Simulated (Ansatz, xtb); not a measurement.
**Two isomers of C5H5N3**

We compare a, `[H]/N=C1\C=C(C#N)[C@H]1N`, a singlet, with b, `[H]/N=C1/C(C#N)=C[C@H]1N`, a singlet. Both are isolated molecules in the gas phase, relaxed with r2SCAN-D4/def2-SVP; the shapes shown needn't be the lowest conformers.

a (Å):

```xyz
13

C    -0.3946    1.6115   -0.9011
C    -0.7191    0.2386   -0.9055
C    -1.8325   -0.4731   -1.2471
C    -1.2176   -1.7543   -0.8244
C     0.1038   -0.9980   -0.4844
N    -0.0906    2.7386   -0.8827
N    -1.5346   -2.9685   -0.6419
N     0.6365   -1.0007    0.8406
H    -2.7918   -0.1842   -1.6855
H    -2.5175   -3.1301   -0.8954
H     0.9074   -1.2181   -1.2096
H     1.2454   -1.8027    0.9902
H    -0.1057   -1.0430    1.5387
```

b (Å):

```xyz
13

C    -1.0945    1.0843   -2.3825
C    -0.7145    0.2045   -1.3396
C    -0.1959    0.3758   -0.0905
C    -0.0544   -1.1140    0.2024
C    -0.7199   -1.2817   -1.2139
N    -1.4216    1.7815   -3.2579
N    -0.6959   -1.6081    1.3851
N    -1.1989   -2.1993   -1.9390
H     0.0307    1.2637    0.5056
H     1.0031   -1.4409    0.1993
H    -1.7090   -1.5035    1.3363
H    -0.4837   -2.5887    1.5561
H    -1.0382   -3.1159   -1.5009
```

Energies in hartree; the thermal terms are from GFN2-xTB frequencies at re-optimised GFN2-xTB minima (ideal gas, soft modes damped towards free rotors, one conformer each, 298.15 K, 1 atm) and include the zero-point energy:

```
                              a           b
E, CCSD(T)/def2-SVP  −356.452343  −356.450561
    E, MP2/def2-SVP  −356.364918  −356.362325
  E, MP2/def2-TZVPP  −357.016699  −357.014179
  zero-point energy     0.093381     0.093294
       H(298 K) − E     0.102076     0.102008
       G(298 K) − E     0.061152     0.061048
```

Problem. Correct the CCSD(T) difference for the basis set by the MP2 change, then work out ΔE, ΔE₀, ΔH and ΔG for a → b in kcal/mol (1 Eh = 627.51 kcal/mol) and the equilibrium ratio [b]/[a].

Solution. 1. Differences b − a: CCSD(T) +0.001782, MP2 in the small set +0.002593, MP2 in the large set +0.002520 Eh.
2. ΔE = +0.001782 + (+0.002520 − (+0.002593)) = +0.001709 Eh = +1.07 kcal/mol.
3. ΔE₀ = ΔE + ΔZPE = +0.001709 + (−0.000087) Eh = +1.02 kcal/mol.
4. ΔH = ΔE + (−0.000068) Eh = +1.03 kcal/mol.
5. ΔG = ΔE + (−0.000104) Eh = +1.01 kcal/mol, so ΔS = (ΔH − ΔG)/T = +0.3 J/(mol K).
6. kT = 0.9442 mEh, so K = [b]/[a] = exp(−ΔG/kT) = exp(−1.70) ≈ 0.18.

Structure a is favoured at this temperature. An error of 1 kcal/mol in ΔG would change K by a factor of 5.4. Mirror images and further conformers aren't counted.

As drawn, both hold the same kinds of bond in the same numbers.

Other levels gave ΔE = +2.0 (GFN2-xTB); +0.9 (HF/STO-3G, GFN2-xTB geometries); +2.0 (r2SCAN-D4/def2-SVP//GFN2-xTB); +1.9 (r2SCAN-D4/def2-SVP); +0.3 (HF/def2-SVP); +1.6 (MP2/def2-SVP); +1.1 (CCSD(T)/def2-SVP) kcal/mol. The correlated steps freeze 8 core orbitals. Programs: Ansatz 0.2.0, xtb 6.7.1.
